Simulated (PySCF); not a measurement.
# Spinor energies of Ta³⁺ (tantalum, charge +3)

Start: [Xe] 4f14 5d2; 5d5/2 filled at m_j = +3/2, +5/2. Calculated with PySCF 2.14 in x2c-TZVPall-2c (11s11p10d2f, 108 functions): generalised Hartree-Fock with the X2C-1e Hamiltonian and a Gaussian nucleus; spin-orbit coupling (SO) screened by Boettger's factors. This is a chosen level, not necessarily the ground level.

| spinor shell | electrons | ε, screened SO (eV) | weight of nominal j (screened SO) | rms radius, screened SO (bohr) |
| --- | --- | --- | --- | --- |
| 1s1/2 | 2 | -67784.0 | 1.000 | 0.0211 |
| 2s1/2 | 2 | -11806.4 | 1.000 | 0.0853 |
| 2p1/2 | 2 | -11263.9 | 1.000 | 0.0726 |
| 2p3/2 | 4 | -9988.1 | 1.000 | 0.0799 |
| 3s1/2 | 2 | -2786.8 | 1.000 | 0.218 |
| 3p1/2 | 2 | -2546.0 | 1.000 | 0.210 |
| 3d3/2 | 4 | -1864.6 | 1.000 | 0.199 |
| 3d5/2 | 6 | -1804.3 | 1.000 | 0.203 |
| 4s1/2 | 2 | -621.95 | 1.000 | 0.488 |
| 4p1/2 | 2 | -521.36 | 1.000 | 0.497 |
| 4p3/2 | 4 | -456.42 | 1.000 | 0.530 |
| 4d3/2 | 4 | -290.54 | 1.000 | 0.557 |
| 4d5/2 | 6 | -278.37 | 1.000 | 0.569 |
| 5s1/2 | 2 | -114.79 | 1.000 | 1.18 |
| 5p1/2 | 2 | -82.175 | 0.986 | 1.30 |
| 5p3/2 | 4 | -73.202 | 0.992 | 1.40 |
| 4f5/2 | 6 | -69.488 | 0.990 | 0.699 |
| 4f7/2 | 8 | -67.590 | 0.992 | 0.703 |
| 5d5/2 | 2 | -35.135 | 0.815 | 1.99 |

(1) Where does 3p3/2 lie, and what is the 3p spin-orbit splitting (screened SO)?

```tsv
quantity	screened SO
E (hartree)	-15608.71422
M_J	4
⟨J²⟩	20.006
⟨L²⟩	12.405
⟨S²⟩	2.050
```

Each row is a mean over spinors that exchange with the open shell spreads, by up to 5.439 eV (5p3/2).

Rows whose weight is well below 1 are mixtures of j = l ± 1/2: exchange outweighs spin-orbit coupling there, and the label is only the starting occupation.

Breit and QED terms are absent; they matter most for the inner s and p1/2 levels.

Densities and radii are taken from the X2C orbitals without a picture-change correction, which distorts them close to the nucleus.

Answers

(1) At -2266.6 eV, 279.45 eV above 3p1/2.
